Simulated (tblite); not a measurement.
Compound: C₈H₇O (doublet state).
SMILES with atom numbers: `[CH:1]#[C:2][C@@H:3]([CH:4][C:5]#[C:6][CH3:7])[CH:8]=[O:9]` (hydrogens: H10 on C1; H11 on C3; H12 on C4; H13, H14, H15 on C7; H16 on C8)
Bond orders are those of one Lewis drawing.

Computed with GFN2-xTB (tblite), gas phase: L-BFGS steps from a force-field or distance-geometry start until the largest atomic force falls under 0.01 eV/Å.

Step 3: E = -667.4143 eV
```
atom  x, y, z in Å  |  force x, y, z in eV/Å
C1     -1.4014    0.1435    2.1284   -0.085   0.030  -0.113
C2     -1.4123    0.3840    0.9538   -0.200   0.260   0.021
C3     -1.4172    0.6586   -0.4863    0.131  -0.134   0.127
C4     -0.4138   -0.3113   -1.0646    0.362   0.364   1.287
C5      0.9033   -0.1115   -0.6693   -4.290  -0.877  -1.719
C6      1.9938    0.0583   -0.2599    5.176   0.856   1.862
C7      3.3691    0.2774    0.2432   -0.676  -0.152  -0.435
C8     -2.7931    0.3607   -1.0118   -0.267  -1.634  -1.683
O9     -2.9879   -0.4949   -1.8699    0.005   1.525   1.472
H10    -1.4233   -0.0467    3.1617    0.074  -0.033  -0.080
H11    -1.1666    1.7124   -0.6466    0.033   0.000  -0.043
H12    -0.8237   -1.3063   -1.0470    0.275  -0.259  -0.585
H13     3.6636   -0.4891    0.9680   -0.153  -0.060  -0.327
H14     4.0665    0.2863   -0.6060   -0.162  -0.146   0.235
H15     3.4567    1.2315    0.7552   -0.204   0.182  -0.049
H16    -3.6213    0.9235   -0.5603   -0.020   0.078   0.031
```

Step 4: E = -667.5871 eV
```
atom  x, y, z in Å  |  force x, y, z in eV/Å
C1     -1.4028    0.1438    2.1276   -0.087   0.088  -0.368
C2     -1.4151    0.3882    0.9518   -0.237   0.184   0.444
C3     -1.4159    0.6557   -0.4826   -0.092   0.153   0.023
C4     -0.4120   -0.3097   -1.0398    0.080   0.034   0.889
C5      0.8910   -0.1173   -0.6785    0.630  -0.086   0.145
C6      2.0221    0.0634   -0.2509   -0.324   0.001  -0.197
C7      3.3607    0.2765    0.2382    0.209   0.086   0.055
C8     -2.7931    0.3566   -1.0176   -0.223  -1.136  -1.148
O9     -2.9938   -0.4917   -1.8676   -0.025   1.079   1.021
H10    -1.4221   -0.0469    3.1591    0.071  -0.043  -0.020
H11    -1.1662    1.7134   -0.6475    0.004  -0.106  -0.036
H12    -0.8183   -1.3070   -1.0579    0.225  -0.219  -0.570
H13     3.6616   -0.4888    0.9610   -0.114  -0.098  -0.241
H14     4.0631    0.2836   -0.6000    0.007  -0.118   0.062
H15     3.4541    1.2328    0.7535   -0.174   0.127  -0.062
H16    -3.6210    0.9239   -0.5602    0.050   0.055   0.002
```

Q: Estimate the geometry and energy of step 5. (The exact step hangs on the optimiser's Hessian estimate; all steps are aligned on step 4, rigid shifts and turns removed.)

A: E = -667.6263 eV, largest force 2.316 eV/Å
```
atom  x, y, z in Å  |  force x, y, z in eV/Å
C1     -1.4053    0.1443    2.1263   -0.082   0.077  -0.285
C2     -1.4208    0.3950    0.9535   -0.290   0.218   0.330
C3     -1.4169    0.6574   -0.4783   -0.171   0.065  -0.017
C4     -0.4048   -0.3109   -1.0016   -0.148  -0.166   0.452
C5      0.9013   -0.1216   -0.6812    0.284  -0.094   0.124
C6      2.0255    0.0651   -0.2524    0.008   0.064  -0.053
C7      3.3582    0.2791    0.2378    0.253   0.070   0.040
C8     -2.7966    0.3389   -1.0373    0.342   1.604   1.635
O9     -3.0005   -0.4756   -1.8532   -0.554  -1.514  -1.579
H10    -1.4199   -0.0473    3.1541    0.066  -0.068   0.115
H11    -1.1659    1.7122   -0.6488   -0.018  -0.080  -0.057
H12    -0.8096   -1.3085   -1.0767    0.233  -0.116  -0.468
H13     3.6582   -0.4892    0.9501   -0.081  -0.181  -0.072
H14     4.0601    0.2792   -0.5933    0.137  -0.070  -0.103
H15     3.4493    1.2335    0.7497   -0.149   0.198   0.003
H16    -3.6198    0.9249   -0.5602    0.171  -0.005  -0.064
```

The energy changes by -0.0391 eV. The first-order estimate −F·Δx gives -0.1388 eV and the mean of the old and new forces, exact on a quadratic surface, -0.0347 eV. The step makes an angle of 33° with the force vector and moves no atom by more than 0.039 Å.

The cost below is that of the whole relaxation. Time: 0.9 s. Hardware: Arm Neoverse V1, one thread, shared host with 32 logical CPUs at a one-minute load of 13.
